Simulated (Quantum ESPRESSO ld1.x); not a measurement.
Values are calculated unless marked as measured or tabulated.
Initial-state core-level shifts of neutral nickel when its valence configuration changes from [Ar] 3d8 4s2. Code: ld1.x of Quantum ESPRESSO 7.5. Model: Dirac Kohn-Sham, relativistic LDA (MacDonald-Vosko exchange, VWN5 correlation), spin-unpolarised, spherical densities, point nucleus; open shells fill j = l - 1/2 first. Shifts are changes of the shell-averaged eigenvalues in eV (positive: less bound).

valence               1s       2s       2p       3s
3d8 4s1 4p1       -1.922   -1.819   -1.824   -1.913
3d6 4s2 4p2      -17.822  -19.644  -19.463  -17.015
3d7 4s2 4p1       -8.397   -9.165   -9.086   -8.195
3d8.5 4s1.5       +2.683   +3.011   +2.978   +2.702
3d8 4p2           -3.555   -3.356   -3.364   -3.539
3d9 4s1           +4.934   +5.532   +5.470   +5.023
3d9.5 4s0.5       +6.731   +7.545   +7.461   +6.920
3d7.5 4s2 4p0.5   -4.071   -4.417   -4.381   -4.015
3d9 4s0.5 4p0.5   +3.915   +4.586   +4.520   +4.004
